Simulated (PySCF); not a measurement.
Working out the ionisation energy of N⁺

N⁺ [He] 2s2 2p2 (3P) → N²⁺ [He] 2s2 2p1 (2P). Calculation: PySCF 2.14, in aug-cc-pCVTZ-DK; the spin-free X2C one-electron Hamiltonian (Gaussian nucleus). Frozen: nothing. Energies in hartree (1 hartree = 27.21139 eV):

| part | N⁺ (lower) | N²⁺ (upper) |
| --- | --- | --- |
| UHF | -53.920058 | -52.847546 |
| MP2 opposite-spin | -0.104856 | -0.098214 |
| MP2 same-spin | -0.017699 | -0.007371 |

Problem. What does Hartree-Fock give?

Solution. (-52.847546) − (-53.920058) = 1.072512 hartree = 29.185 eV.

Problem. What do MP2 and SCS-MP2 (6/5 opposite-spin, 1/3 same-spin) give?

Solution. The opposite-spin parts differ by 0.181 eV and the same-spin parts by 0.281 eV. MP2: 29.185 + (0.181) + (0.281) = 29.647 eV. SCS-MP2: 29.185 + 1.2 × (0.181) + (0.281)/3 = 29.496 eV.

A first-order spin-orbit estimate adds -0.003 eV to MP2 (valence and next inner shell), giving 29.644 eV against 29.601 eV (semi-empirical (NIST evaluation); NIST Atomic Spectra Database, ionization energies).

What remains against the reference includes basis incompleteness and correlation beyond second order.
